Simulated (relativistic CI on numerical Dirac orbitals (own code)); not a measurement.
**Cr²⁺: 3p photoemission**

Computed with this model: Dirac-Coulomb-Breit CI, orbitals from a KLI potential per configuration, model QED (radiative potential, 1s self-energy scaled to tabulated hydrogen-like ionisation energies), multiplet model of photoemission in the sudden approximation, unscaled Slater integrals; configurations [Ar] 3d4 → [Ne] 3s2 3p5 3d4; 80 K; Lorentzian 0.8 eV and Gaussian 0.6 eV FWHM. Energies are those of the free ion, without screening or charge transfer. The energies are binding energies and can lie tens of eV above those of solids. S is read from ⟨S²⟩ = S(S + 1).

Field parameters in Wybourne normalisation: D3d B²₀ = −7Dσ, B⁴₀ = −14Dq − 21Dτ, B⁴₃ = −14√(10/7) Dq; Oh B⁴₀ = 21Dq, B⁴₄ = √(5/14) B⁴₀; Td as Oh with Dq negative (B⁴₀ = 21Dq, B⁴₄ = √(5/14) B⁴₀). The field is a parameter set, without covalency.

Computed curve for Oh, 10Dq = 11450 cm⁻¹, scaled to 100 at the maximum (points under 2 are left out and the grid is thinned):

Energy (eV), Intensity and a bar:
```
     64.3        2.0 
     64.8        2.6 
     65.2        3.3 
     65.7        4.6 #
     66.1        6.5 #
     66.6       11.4 ###
     67.1       26.1 ########
     67.5       56.9 #################
     68.0       88.2 ###########################
     68.4       59.5 ##################
     68.9       26.3 ########
     69.4       18.7 #####
     69.8       22.4 ######
     70.3       46.2 ##############
     70.7       84.1 ##########################
     71.2       96.9 ##############################
     71.6       75.5 #######################
     72.1       44.9 ##############
     72.6       29.1 #########
     73.0       30.3 #########
     73.5       36.6 ###########
     73.9       37.8 ###########
     74.4       27.6 ########
     74.9       17.5 #####
     75.3       13.7 ####
     75.8       10.1 ###
     76.2        7.5 ##
     76.7        5.0 #
     77.2        3.3 
     77.6        2.6 
     78.1        2.3 
     78.5        2.3 
     82.1        2.1 
     82.6        2.7 
     83.0        2.4 
     84.3        2.1 
     84.7        2.9 
     85.2        4.9 #
     85.7        7.3 ##
     86.1       13.1 ###
     86.6       29.1 #########
     87.0       34.1 ##########
     87.5       19.7 ######
     88.0        8.3 ##
     88.4        4.7 #
     88.9        2.9 
     89.3        2.3 
     89.8        2.0 
     90.2        2.1 
     90.7        2.6 
     91.2        3.7 #
     91.6        6.0 #
     92.1       13.7 ####
     92.5       23.3 #######
     93.0       33.0 ##########
     93.5       29.2 #########
     93.9       14.9 ####
     94.4        6.0 #
     94.8        3.5 
     95.3        2.1
```

The ground state has S = 2.00, and the centroid lies at 75.37 eV.
